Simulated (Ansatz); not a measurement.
Input file for Ansatz (a quantum-chemistry and plane-wave program): R-CCSD(T)/def2-TZVPPD on AsClH6Si (a complex), monomers drawn apart or pushed together. Files ending in .json are basis or fitting sets from the Basis Set Exchange. The run froze 24 orbitals, filled d shells among them.

Ansatz 0.2 input:
```yaml
crystal:
  periodic: [false, false, false]
  atoms:
    - {symbol: As, position_ang: [-1.06260282, 0.09698806, 0.03373008]}
    - {symbol: H, position_ang: [-1.29127720, -0.99052398, 1.07702425]}
    - {symbol: H, position_ang: [0.45066429, 0.01749781, 0.19945999]}
    - {symbol: H, position_ang: [-1.04474401, -0.92352515, -1.10251459]}
    - {symbol: Si, position_ang: [1.84654416, -0.67536891, 4.84665012]}
    - {symbol: Cl, position_ang: [0.77975737, 1.09614454, 4.82952865]}
    - {symbol: H, position_ang: [2.80861422, -0.65124031, 3.72892913]}
    - {symbol: H, position_ang: [0.89731836, -1.79312500, 4.68921726]}
    - {symbol: H, position_ang: [2.55433416, -0.77393931, 6.13792304]}
basis:
  gaussian:
    orbitals: def2-TZVPPD.json
magnetization: {spin_polarized: false}
correlation: {method: ccsd_t, electrons: outside_noble_gas}
scf: {lower_state_search: off}
```

Program output:

```
Functional definition: HF
[...]
these checks for a lower state are left out or cut short: stability, starts, cluster_reference, orbital_swaps, neighbouring_geometries, increment
integrals: 1.59 GiB planned
1442 factors; integrals over basis functions are off by at most 1.0e-3 eV
mean field: 0.94 GiB planned
mean field evaluation 1: about -81256.6760 eV, gradient 1.6e1 eV
mean field evaluation 2: about -81256.8148 eV, gradient 1.6e1 eV
mean field evaluation 4: about -81258.0904 eV, gradient 2.4e0 eV
mean field evaluation 8: about -81258.1160 eV, gradient 1.0e-1 eV
mean field -81258.11603916 eV, -2986.1806857097 hartree, gradient 1.3e-6 eV, S^2 0.000000; 0 other end points of the search recorded, 0 dependent functions left out
24 core orbitals not correlated
reference -81258.11603916 eV, -2986.1806857097 hartree; 11, 11 occupied and 220, 220 virtual orbitals, 1442 factors
second order -13.09411755 eV of doubles, -0.00000000 eV of singles
coupled cluster: 1.86 GiB planned
cycle   1  -14.35393474 eV  change    -1.3e0 eV  update   8.4e-2
cycle   2  -14.82764968 eV  change   -4.7e-1 eV  update   2.8e-2
cycle   3  -14.86134239 eV  change   -3.4e-2 eV  update   8.6e-3
cycle   4  -14.85589908 eV  change    5.4e-3 eV  update   2.9e-3
cycle   5  -14.85496451 eV  change    9.3e-4 eV  update   8.3e-4
cycle   6  -14.85485241 eV  change    1.1e-4 eV  update   2.8e-4
cycle   7  -14.85487272 eV  change   -2.0e-5 eV  update   8.5e-5
cycle   8  -14.85490423 eV  change   -3.2e-5 eV  update   3.2e-5
cycle   9  -14.85490320 eV  change    1.0e-6 eV  update   1.1e-5
perturbative correction -0.52103475 eV, -0.0191476738 hartree
Total energy: -81273.49197710 eV, -2986.7457410070 hartree
Checks for a lower state left out: stability, starts, cluster_reference, orbital_swaps, neighbouring_geometries, increment
```

The run converged.

Cost: roughly 11 core-minutes.
